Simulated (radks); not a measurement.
Results of a calculation; reference values are marked as such.
Effect of the nuclear size on the indium ion In2+, [Kr] 4d10 5s1. Code: a radial shooting solver on a logarithmic mesh with Libxc functionals. Model: Dirac Kohn-Sham, LDA (Slater exchange, Perdew-Wang correlation), spin-unpolarised, spherical densities, finite nucleus; Fermi nuclear charge, rms radius 4.6156 fm. The rms radius is varied about that value; shifts are against it.

rms radius (fm)  total energy shift (eV)  density at nucleus (e/bohr^3)  1s1/2 shift (meV)  2s1/2 shift (meV)  4s1/2 shift (meV)  4p1/2 shift (meV)  5s1/2 shift (meV)
3.8217                             -1.14                      1.789e+05               -481              -54.6              -2.03              0.131             -0.218
4.2602                            -0.535                      1.761e+05               -225              -25.5             -0.950              0.061             -0.102
4.6156                                 0                       1.74e+05              0.000              0.000              0.000              0.000              0.000
5.0033                             0.625                       1.72e+05                263               29.8               1.11             -0.072              0.119
5.0818                             0.757                      1.716e+05                318               36.1               1.34             -0.087              0.144

Slopes of the eigenvalues against <r^2> in GHz/fm^2, as finite differences over the two radii next to the reference (eigenvalue slopes, not the field-shift constants of lines): 1s1/2 17100, 2s1/2 1940, 4s1/2 72.4, 4p1/2 -4.68, 5s1/2 7.77.
